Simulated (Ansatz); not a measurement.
Cost and result for the atomization energy of `[OH][GeH2][O][SiH](O)O` (12 atoms, 11 bonds).

```xyz
12

O     1.2075   -0.7862   -1.9902
Ge   -0.4722   -1.0468   -1.5191
O    -0.9551    0.3013   -0.4523
Si   -0.1869    0.9464    0.8136
O     1.3827    0.4547    0.7216
O    -0.7115    0.4118    2.2702
H     1.7238   -0.5169   -1.2207
H    -0.6470   -2.3474   -0.7170
H    -1.3240   -0.9525   -2.7844
H    -0.3235    2.4153    0.7386
H     1.8636    0.3940    1.5487
H    -1.5574    0.7262    2.5908
```

The species carries charge 0 and has multiplicity 1. Correlated methods include outer-core shells of Ge, which these sets cover unevenly. Scalar relativity is left out up to krypton. The structure was optimised at the PBE0-D4/def2-TZVP level. It is one conformer, not always the lowest. Program: Ansatz. All runs use 2 threads of an AMD EPYC 7R13 on a shared host and a share of an NVIDIA H100 80 GB. Times are those of one run each, without the atoms' runs, and a repeat can differ threefold. Electronic energies, without spin–orbit coupling; frozen cores. CCSD(T)/CBS adds CCSD(T) − MP2 in def2-TZVPP to the MP2 limit, and its time is that of the two runs behind it. T1 = 0.012. With those shells the extrapolation isn't a true limit. B3LYP takes the VWN-RPA correlation (the form of Gaussian; ORCA's B3LYP/G).

CCSD(T)/CBS is a level of theory with its own doubt, some kJ/mol a heavy atom from the limit and from the frozen cores, so smaller differences don't rank the functionals.

```csv
level,functions,atomization (kJ/mol),difference from CCSD(T)/CBS,per bond
B2PLYP/def2-TZVPP,298,4430.7,-98.0,-8.9
r2SCAN-D4/def2-TZVPP (with forces),298,4491.0,-37.7,-3.4
B3LYP-D4/def2-TZVPP (with forces),298,4447.1,-81.6,-7.4
CCSD(T)/def2-TZVPP,298,4394.2,-134.5,-12.2
PBE0-D4/def2-TZVPP,298,4406.4,-122.3,-11.1
PBE-D4/def2-TZVPP (with forces),298,4511.5,-17.2,-1.6
CCSD(T)/CBS(def2),–,4528.7,0.0,0.0
MP2/def2-QZVPP,567,4593.9,65.2,5.9
ωB97X-V/def2-TZVPP,298,4502.1,-26.6,-2.4
ωB97M-V/def2-TZVPP (with forces),298,4489.3,-39.4,-3.6
```

(1) Order the runs by time, with rough figures. (An estimate is asked.)

## Answers

(1) The calculation gave: PBE0-D4/def2-TZVPP 3.1 s; PBE-D4/def2-TZVPP (with forces) 3.2 s; r2SCAN-D4/def2-TZVPP (with forces) 3.4 s; B3LYP-D4/def2-TZVPP (with forces) 4.3 s; B2PLYP/def2-TZVPP 5.5 s; MP2/def2-QZVPP 6.5 s; ωB97X-V/def2-TZVPP 7 s; ωB97M-V/def2-TZVPP (with forces) 9.5 s; CCSD(T)/def2-TZVPP 14 s; CCSD(T)/CBS(def2) 21 s.

The D4 term adds +45.3 kJ/mol with B3LYP and +23.9 kJ/mol with PBE0; it sums over pairs of atoms, weighted by their polarisabilities, and B3LYP, whose exchange is more repulsive, gets the larger term. From PBE to PBE0 (25 % exact exchange), in def2-TZVPP and without D4, the atomization energy moves by −100.9 kJ/mol: exact exchange takes away binding that semilocal exchange gives to molecules. In def2-TZVPP, CCSD(T) changes the Hartree–Fock value by +1262.9 kJ/mol (the triples alone add +72.7 kJ/mol) and MP2 by +1381.5 kJ/mol; breaking electron pairs costs correlation energy, which Hartree–Fock lacks.
